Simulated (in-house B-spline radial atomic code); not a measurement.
Xe²⁺ is squeezed into an impenetrable sphere of radius R (the orbitals vanish at R). No spin polarisation. Caution: exact exchange at fractional occupations of open shells leaves self-interaction of up to several eV. Method: non-relativistic B3LYP, spherical fractional occupations, point nucleus. Calculated with a B-spline radial code for spherical atoms.

Energies in eV above the free ion in [Kr] 4d10 5s2 5p4:

| R (bohr) | highest level (eV) | [Kr] 4d10 5s2 5p4 | [Ar] 3d10 4s2 4p5 4d10 4f1 5s2 5p4 | [Kr] 4d10 5s1 5p5 | -dE/dV in [Kr] 4d10 5s2 5p4 (GPa) |
| --- | --- | --- | --- | --- | --- |
| 7.4 | -27 | 0.002411 | 161.5 | 11.37 | 0.00904 |
| 6.46 | -27 | 0.02199 | 161.5 | 11.39 | 0.105 |
| 5.14 | -26.6 | 0.4311 | 162.2 | 11.84 | 3.07 |
| 4.13 | -24.9 | 3.744 | 165.8 | 15.46 | 39.6 |
| 3.62 | -22.2 | 10.81 | 173.1 | 23.08 | 147 |
| 2.9 | -11.3 | 48.04 | 211.2 | 62.39 | 1030 |
| 2.58 | 0.165 | 94.84 | 259 | 111.1 | 2670 |
| 2.02 | 50.7 | 341.1 | 510.2 | 363.6 | 17700 |
| 1.68 | 135 | 824.9 | 1002 | 853.7 | 69200 |
| 1.31 | 374 | 2499 | 2693 | 2534 | 403000 |

Task: Does [Ar] 3d10 4s2 4p5 4d10 4f1 5s2 5p4 fall below [Kr] 4d10 5s2 5p4 under compression?

Result: No, it stays above over the whole range.

Task: Does [Kr] 4d10 5s1 5p5 fall below [Kr] 4d10 5s2 5p4 under compression?

Result: No, it stays above over the whole range.

The highest level is first positive in the row R = 2.58 bohr, pushed up by confinement above the zero of the free ion's potential. Each configuration is held fixed and needn't be the lowest in the sphere.
